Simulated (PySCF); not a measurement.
Excitation energy of Nb by level of theory

Nb [Kr] 4d4 5s1 (6D) → Nb [Kr] 4d3 5s1 5p1 (high-spin determinant), as a difference of total energies. Computed with PySCF 2.14 in ANO-RCC-VTZP, with scalar relativity by spin-free X2C-1e. Correlated levels: valence: [Kr] frozen. The calculations carry no spin-orbit coupling.

```
           method  excitation energy (eV)
              UHF                   1.514
    MP2 (valence)                   2.040
SCS-MP2 (valence)                   1.690
   CCSD (valence)                   2.044
CCSD(T) (valence)                   2.055
```

**Question.** How much does correlation contribute at CCSD(T) (valence)?

**Answer.** 2.055 − (1.514) = 0.541 eV, measured against UHF.

A first-order spin-orbit estimate (lowest level to lowest level, LS coupling) adds -0.101 eV.

The basis was made for the ground configuration and has no added diffuse functions, so the excitation energy can come out too high.

The determinant of the upper state mixes LS terms, which raises its energy above the lowest term, most at the Hartree-Fock and MP2 levels.
